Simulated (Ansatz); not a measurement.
Abridged output of a molecular run in Ansatz:

```
Functional definition: HF
1559 factors; integrals over basis functions are off by at most 1.1e-3 eV
mean field evaluation 1: about -14107.5248 eV, gradient 3.5e1 eV
mean field evaluation 2: about -14107.5304 eV, gradient 3.5e1 eV
mean field evaluation 4: about -14112.8220 eV, gradient 3.6e0 eV
mean field evaluation 8: about -14112.9543 eV, gradient 1.9e-1 eV
mean field -14112.95507871 eV, -518.6415330381 hartree, gradient 4.6e-6 eV, S^2 0.753804; 0 other end points of the search recorded, 0 dependent functions left out
9 core orbitals not correlated: weight in the atoms' cores, before any rotation towards them, 1.000 or more for the frozen orbitals, at most 0.000 for the correlated occupied ones
reference -14112.95507871 eV, -518.6415330381 hartree; 16, 15 occupied and 239, 240 virtual orbitals, 1559 factors
second order -25.23337386 eV of doubles, -0.00000000 eV of singles
cycle   1  -25.54755846 eV  change   -3.1e-1 eV  update   1.1e-1
cycle   2  -26.12303379 eV  change   -5.8e-1 eV  update   3.1e-2
cycle   3  -26.26527236 eV  change   -1.4e-1 eV  update   1.8e-2
cycle   4  -26.25691942 eV  change    8.4e-3 eV  update   5.3e-3
cycle   5  -26.25480587 eV  change    2.1e-3 eV  update   2.9e-3
cycle   6  -26.25578928 eV  change   -9.8e-4 eV  update   1.0e-3
cycle   7  -26.25565133 eV  change    1.4e-4 eV  update   4.5e-4
cycle   8  -26.25573093 eV  change   -8.0e-5 eV  update   1.6e-4
cycle   9  -26.25578005 eV  change   -4.9e-5 eV  update   7.0e-5
cycle  10  -26.25574132 eV  change    3.9e-5 eV  update   3.1e-5
perturbative correction -0.97239910 eV, -0.0357350079 hartree
Total energy: -14140.18321913 eV, -519.6421487427 hartree
Checks for a lower state left out: cluster_reference
```

Its atoms:

Z-matrix (Å, degrees):
```
C
O 1 1.407
H 1 1.096 2 111.8
H 1 1.091 2 108.3 3 119.4
H 1 1.096 2 111.4 3 -121.6
Si 2 1.650 1 124.4 3 51.6
O 6 1.646 2 106.6 1 -175.8
C 6 1.868 2 112.2 1 68.5
H 7 0.959 6 116.8 2 49.0
H 8 1.094 6 109.2 2 58.1
H 8 1.092 6 111.1 2 -62.1
H 8 1.091 6 110.4 2 177.7
```

(1) Which basis set was used?
A. def2-TZVPPD
B. def2-TZVPP
C. cc-pV(D+d)Z
D. def2-QZVPP

(2) Write the keys of the input that set method, charge and spin (a neutral closed shell needs none for the last two).

Results:

(1) B. It gives 264 functions.

(2) 
```yaml
magnetization: {spin_polarized: true, initial_magnetization: 1}
correlation: {method: ccsd_t}
scf: {omitted_lower_state_checks: [cluster_reference]}
```
